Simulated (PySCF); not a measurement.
CAuClO, SMILES [Au](<-[C-]#[O+])[Cl] (connectivity only; charge and spin as stated), charge -1, multiplicity 2.

The structure is a stationary point at PBE-D3(BJ)/def2-SVPD. The multiplicity is an assumed one; other spin states were not compared. The isomer is the one that the SMILES or the coordinates give; other isomers of the formula were not compared. The def2 effective core potentials stand for the cores of Au; spin–orbit coupling is left out.

The numbers are results of PBE-D3(BJ)/def2-SVPD (PySCF), not measurements.

Frequencies are harmonic and unscaled.

```csv
mode,ν (cm⁻¹),IR (km/mol),moving atoms (share of kinetic energy)
1,71,3.7,"O 39 %, Cl 35 %, Au 22 %"
2,82,3.2,"C 49 %, Cl 26 %, Au 20 %"
3,242,66.1,"Cl 86 %, Au 13 %"
4,311,5.0,"O 62 %, C 28 %, Au 9 %"
5,494,4.6,C 87 %
6,1780,795.3,"C 58 %, O 42 %"
```
